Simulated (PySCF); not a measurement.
**Ar³⁺ (argon, charge +3) across methods**

[Ne] 3s2 3p3, high-spin 4S determinant. Computed with PySCF 2.14 in x2c-TZVPPall with one added diffuse shell each of s, p, d type (6s6p4d1f, 51 functions), with scalar relativity by spin-free X2C-1e.

| method | E (hartree) | mean ε 3s α (eV) | mean ε 3s β (eV) | mean ε 3p α (eV) | Σ⟨r²⟩ (bohr²) | ⟨S²⟩ |
| --- | --- | --- | --- | --- | --- | --- |
| LDA | -524.6164 | -67.083 | -62.899 | -51.526 | 12.02 | 3.750 |
| PBE0 | -526.1068 | -70.808 | -64.374 | -53.746 | 12.00 | 3.750 |
| revPBE | -526.1869 | -67.410 | -62.554 | -51.628 | 12.00 | 3.750 |
| B3LYP | -526.2745 | -69.926 | -64.345 | -53.175 | 12.01 | 3.750 |
| BLYP | -526.2826 | -67.011 | -62.794 | -51.304 | 12.01 | 3.750 |
| r2SCAN | -526.2315 | -68.968 | -62.690 | -52.403 | 12.00 | 3.750 |
| wB97X | -526.2719 | -73.306 | -67.199 | -56.198 | 11.95 | 3.751 |
| UHF | -525.66435 | -80.173 | -67.744 | -59.217 | 12.07 | 3.751 |

(1) Estimate the same row for PBE.

Results:

(1) E (hartree) = -526.0679; mean ε 3s α (eV) = -67.370; mean ε 3s β (eV) = -62.651; mean ε 3p α (eV) = -51.622; Σ⟨r²⟩ (bohr²) = 12.01; ⟨S²⟩ = 3.750.
